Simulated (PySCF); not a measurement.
# Mayer bond orders and bond lengths

C₃H₁₄Si₄.
Atom-mapped SMILES: `[CH2:1]=[CH:2][CH2:3][SiH2:4][SiH:5]([SiH3:6])[SiH3:7]` (hydrogens: H8, H9 on C1; H10 on C2; H11, H12 on C3; H13, H14 on Si4; H15 on Si5; H16, H17, H18 on Si6; H19, H20, H21 on Si7)

Geometry (GFN2-xTB, Å), atoms numbered from 1 in this order:
```
atom  x, y, z in Å
C1     3.720    0.139   -0.851
C2     2.759   -0.753   -0.682
C3     1.309   -0.444   -0.684
Si4    0.601   -0.496    1.096
Si5   -1.648    0.096    0.935
Si6   -2.840   -1.384   -0.415
Si7   -1.922    2.332    0.340
H8     3.498    1.176   -1.042
H9     4.763   -0.126   -0.812
H10    3.011   -1.788   -0.489
H11    1.138    0.543   -1.116
H12    0.777   -1.172   -1.298
H13    1.435    0.397    1.913
H14    0.853   -1.848    1.618
H15   -2.202   -0.044    2.303
H16   -2.733   -2.775    0.031
H17   -4.272   -1.088   -0.503
H18   -2.331   -1.356   -1.790
H19   -1.252    3.253    1.261
H20   -1.351    2.591   -0.986
H21   -3.321    2.761    0.273
```

Bond orders from the PBE0/pcSseg-1 density (PySCF). The structure is a single GFN2-xTB conformer in the gas phase; no vibrational or solvent corrections.

(1) How far do the computed orders between heavy atoms stray from the drawn ones?

(2) Set the Mayer orders of the bonds beside their lengths.

Results:

(1) The largest departure is 0.132, at C3–Si4 (drawn single, 0.868) and Si4–Si5 (drawn single, 0.871). Drawn single, order below 0.88: C3–Si4 (0.868) and Si4–Si5 (0.871).

(2) 
```tsv
bond	drawn as	length (Å)	Mayer order
C1–C2	double	1.321	1.974
C2–C3	single	1.482	1.055
C3–Si4	single	1.916	0.868
Si4–Si5	single	2.331	0.871
Si5–Si6	single	2.331	0.887
Si5–Si7	single	2.330	0.889
C1–H8	single	1.078	0.956
C1–H9	single	1.076	0.955
C2–H10	single	1.083	0.956
C3–H11	single	1.091	0.945
C3–H12	single	1.091	0.932
Si4–H13	single	1.470	0.943
Si4–H14	single	1.471	0.942
Si5–H15	single	1.483	0.916
Si6–H16	single	1.465	0.934
Si6–H17	single	1.465	0.937
Si6–H18	single	1.467	0.926
Si7–H19	single	1.465	0.934
Si7–H20	single	1.466	0.926
Si7–H21	single	1.465	0.937
```

Bonds between the same two heavy elements. C–C: lowest C2–C3 (1.055, 1.482 Å), highest C1–C2 (1.974, 1.321 Å). Si–Si: all 3 within 0.02 of one another (0.871 to 0.889).

**Question.** Sum the orders of all bonds at each heavy atom with more than one neighbour and set the sums beside the valence in the SMILES.

**Answer.** C1 3.885 (drawn 4), C2 3.985 (drawn 4), C3 3.800 (drawn 4), Si4 3.624 (drawn 4), Si5 3.563 (drawn 4), Si6 3.684 (drawn 4), Si7 3.686 (drawn 4). Orders between atoms that aren't bonded are not in these sums.

The Mayer order sums products of elements of PS (density times overlap matrix) between the two atoms' basis functions, so it depends on the basis set.
